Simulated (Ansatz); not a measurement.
F$_{2}$H$_{2}$MoN$_{2}$ (`[NH]=[Mo](=[NH])([F])[F]`). Charge 0, multiplicity 1. Correlated methods include outer-core shells of Mo, which these sets cover unevenly. Mo takes the def2 core potential.

```tsv
atom	x (Å)	y (Å)	z (Å)
N1	-0.724	1.164	0.514
Mo2	-0.127	-0.429	0.309
N3	0.938	-0.442	-1.034
F4	0.841	-0.888	1.824
F5	-1.560	-1.544	-0.074
H6	-0.793	2.141	0.263
H7	1.426	-0.002	-1.803
```

Problem. Give the diagnostics of a CCSD(T)/def2-TZVPP run (frozen core, Ansatz 0.2.0). (Best estimate.)

Solution. Ansatz gave: T1 = 0.0217, largest single amplitude 0.047, largest double 0.064, (T) share of the correlation energy 5.4 %, 14 CCSD cycles. The RHF solution is unstable towards an unrestricted one. T1 lies over the customary mark of 0.02 for closed shells; compounds of d metals often pass it without a breakdown.
